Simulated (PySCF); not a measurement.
OPb, SMILES [O]=[Pb] (connectivity only; charge and spin as stated), neutral, multiplicity 1.

Geometry optimised at B3LYP-D3(BJ)/def2-TZVP. The def2 effective core potentials stand for the cores of Pb; spin–orbit coupling is left out.

The numbers are results of PBE0/def2-TZVPD run with PySCF, not measurements.

The molecule is in vacuum.

```json
{
  "total_energy": "-268.02917 hartree",
  "point_group": "C∞v",
  "highest_occupied_level": "-7.38 eV",
  "lowest_empty_level": "-2.30 eV",
  "orbital_gap": "5.08 eV",
  "dipole_moment": "4.91 D",
  "quadrupole, principal values (traceless, Buckingham form, about the centre of nuclear charge)": "-12.44, 6.22, 6.22 D·Å",
  "mean_static_polarisability": "43.6 bohr³ (6.47 Å³)",
  "polarisability_principal_values": "36.0, 36.0, 58.9 bohr³"
}
```
